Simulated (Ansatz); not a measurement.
The same bond dissociation along the group F, Cl, Br.

Isolated molecules relaxed with PBE0-D4/def2-TZVP in Ansatz; ΔE leaves out vibrations. CCSD(T)/CBS adds triple-zeta CCSD(T) − MP2 to the extrapolated MP2 energy (def2 sets, frozen cores). This one scheme is used for every species, atoms too. No spin–orbit coupling; open shells (•) take unrestricted orbitals. Spin–orbit coupling would lower the free atoms: a little for Cl, F; clearly for Br. Bonds to Br are less sure, by a few kJ/mol each and by 10 to 20 or more in all where they break to atoms, as the def2 sets lack core-valence functions. Scalar relativity is left out up to krypton. One conformer a species, not always the lowest.

```json
{"reaction": "`[OH][Al]([OH])[F]` → `[OH][Al][OH]`• + F•", "CCSD(T)/CBS(def2) (kcal/mol)": "160.9"}
{"reaction": "`[OH][Al]([OH])[Cl]` → `[OH][Al][OH]`• + Cl•", "CCSD(T)/CBS(def2) (kcal/mol)": "?"}
{"reaction": "`[OH][Al]([OH])[Br]` → `[OH][Al][OH]`• + Br•", "CCSD(T)/CBS(def2) (kcal/mol)": "109.9"}
```

Problem. Fill in the missing values. (Best estimate.)

Solution. The calculation gave: `[OH][Al]([OH])[Cl]` → `[OH][Al][OH]`• + Cl•: +121.8 kcal/mol.

Largest T1 diagnostic: 0.016, for `[OH][Al][OH]`•.
